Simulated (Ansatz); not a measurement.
System: IrO3, net charge 0, quartet state. The spin state was set by rule; other spins were not relaxed. SMILES: [O]=[Ir](=[O])=[O]
Geometry: optimised at B3LYP-D3(BJ)/def2-TZVP (Ansatz, an electronic-structure program).

Quantity: atomisation energy (electronic, to ground-state atoms), in kcal/mol. Cores are frozen in the correlated levels unless marked. Open shells are spin-unrestricted. Spin-orbit coupling is left out. Frozen are the shells of the preceding noble gas and the d and f shells that filled before the atom's block. Past Kr the def2 sets carry scalar-relativistic core potentials. The coupled-cluster limit lacks core correlation, which all-electron functionals hold. CBS marks a two-point X^-3 extrapolation of the correlation energy; Hartree-Fock from the larger set. [CCSD(T)-MP2]/basis is that difference in the basis named.

```
level                         program  atomisation energy (kcal/mol)
---------------------  --------------  -----------------------------
HF/def2-SVP                    Ansatz                           54.1
PBE/def2-TZVPD                 Ansatz                          366.6
PBE-D3(BJ)/def2-TZVPD  Ansatz + dftd3                          368.1
BLYP-D4/def2-TZVPD     Ansatz + dftd4                          351.4
BLYP/def2-TZVPD                Ansatz                          347.2
revPBE/def2-TZVPD              Ansatz                          342.3
r2SCAN/def2-TZVPD              Ansatz                          337.8
```

Task: Predict the RI-MP2/CBS(def2-TZVPP,def2-QZVPP)+[CCSD(T)-MP2]/def2-TZVPP result (Ansatz).

Result: 305.1 kcal/mol, so r2SCAN/def2-TZVPD differs from it by 32.7 kcal/mol.
